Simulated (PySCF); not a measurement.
# Broadened absorption spectrum of C5H6BF2N

Species: C₅H₆BF₂N.
Cartesian coordinates in Å at the PBE0-D3(BJ)/def2-SVP level; atoms count from 1:
```xyz
15
C5H6BF2N angstrom
F      1.7230   -0.2794   -1.7659
B      2.1856    0.3605   -0.7175
F      3.4317    0.7916   -0.7594
C      1.3150    0.6268    0.5647
N     -0.0388    0.1402    0.4858
C     -1.0589    0.7635   -0.1795
C     -2.1648   -0.0599   -0.1431
C     -1.7905   -1.2325    0.5642
C     -0.4702   -1.0790    0.9330
H      1.3170    1.7096    0.7816
H      1.8198    0.1709    1.4333
H     -0.9163    1.7459   -0.6262
H     -3.1388    0.1637   -0.5737
H     -2.4188   -2.0919    0.7892
H      0.1971   -1.7387    1.4845
```

Method used: PySCF 2.14.0, density-fitted response routines, TDDFT CAM-B3LYP/def2-SVPD, vertical, gas phase, core orbitals frozen in the response.

Computed states:

```
state  E (eV)       f
   S1    5.82  0.0043
   S2    5.84   0.011
   S3    6.16   0.109
   S4    6.29   0.019
   S5    6.44   0.021
   S6    6.56   0.093
   S7    6.75  0.0022
   S8    6.83   0.034
   S9    7.31   0.018
  S10    7.42  0.0084
```

Broadening: Gaussians 0.25 eV wide at half height, area fixed by f = 4.319×10⁻⁹ ∫ε dν̃. The width is an assumption, not a result. The curve ends short of the highest state used, and states not computed would add to its high-energy end.

**Question.** Give the broadened spectrum and its maxima.

**Answer.** 
(λ (nm), ε (L mol⁻¹ cm⁻¹)): (181.8, 4260), (183.1, 4580), (184.4, 5276), (185.7, 6825), (187.0, 9003), (188.4, 11018), (189.7, 11621), (191.0, 10802), (192.3, 9168), (193.6, 7676), (194.9, 7098), (196.3, 7839), (197.6, 9531), (198.9, 11475), (200.2, 12784), (201.5, 12793), (202.9, 11224), (204.2, 8810), (205.5, 6241), (206.8, 4140), (208.1, 2780), (209.4, 2103), (210.8, 1852), (212.1, 1776), (213.4, 1666), (214.7, 1452), (216.0, 1153), (217.3, 832), (218.7, 525), (220.0, 311), (221.3, 168), (222.6, 83), (223.9, 38), (225.3, 15), (226.6, 6), (227.9, 2)

Maxima: 201 nm (6.17 eV), ε about 13000, made up of S3 (90%); 190 nm (6.54 eV), ε about 12000, made up of S5 (12%) and S6 (85%) (ε in L mol⁻¹ cm⁻¹; maxima over ε = 5, shares over 10%).

**Question.** Coming from long wavelengths, where does ε first pass 100 L mol⁻¹ cm⁻¹?

**Answer.** At about 222 nm (5.58 eV), 0.24 eV below S1.

**Question.** What would ε be at 6.17 eV, the highest of these maxima, with half the width (0.125 eV)?

**Answer.** About 23400 L mol⁻¹ cm⁻¹ against 13000, a factor of about 1.8; a lone state at its own centre would give exactly 2.

**Question.** On this curve, what absorbance would a 10⁻⁵ mol/L sample give at 193 nm over a 1 cm path?

**Answer.** 193 nm is 6.424 eV, where ε is about 8300 L mol⁻¹ cm⁻¹, so A = ε c l ≈ 0.083 (Beer–Lambert, with the gas-phase spectrum and the assumed width).

The vertical ionisation energy (ΔSCF) is 8.27 eV, 0.84 eV above S10.

One conformer stands for the species.
